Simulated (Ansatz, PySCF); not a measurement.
C3H5N3, SMILES N=c1[nH]cc[nH]1. Atoms are numbered in the order given.

```xyz
11

N     -0.1319     2.0735     0.0000
C     -0.0187     0.7957     0.0000
N     -1.0910    -0.0897     0.0000
C     -0.6593    -1.4130     0.0000
C      0.6946    -1.3970     0.0000
N      1.0892    -0.0550     0.0000
H      0.7810     2.5289     0.0000
H     -2.0447     0.2416     0.0000
H     -1.3495    -2.2510     0.0000
H      1.4083    -2.2150     0.0000
H      2.0411     0.2803     0.0000
```

Geometry optimised at B3LYP-D3(BJ)/def2-SVP.

Vertical ionisation energy (IE) and electron affinity (EA) in eV. Rows of orbital energies are one-electron estimates. Where ΔSCF, EOM or ADC give a negative EA the extra electron is unbound and the value depends on the basis.

```csv
level,IE,EA
"−ε(HOMO), −ε(LUMO), CAM-B3LYP/def2-TZVP (PySCF)",6.47,-1.66
"−ε(HOMO), −ε(LUMO), PBE/def2-TZVP (PySCF)",4.13,0.07
"ΔSCF, PBE0/def2-SVPD (Ansatz), final states of multiplicity 2 and 2",7.29,-1.72
"ΔSCF, PBE/def2-SVPD (Ansatz), final states of multiplicity 2 and 2",7.21,-1.50
```

Question: What vertical singlet–triplet gap does ΔSCF give with PBE0/def2-SVPD (Ansatz, an electronic-structure program) and with PBE/def2-SVPD (Ansatz)? (Estimate from the structure and the level; the computed values follow.)

Answer: 3.66 and 3.72 eV (triplet above singlet where positive).
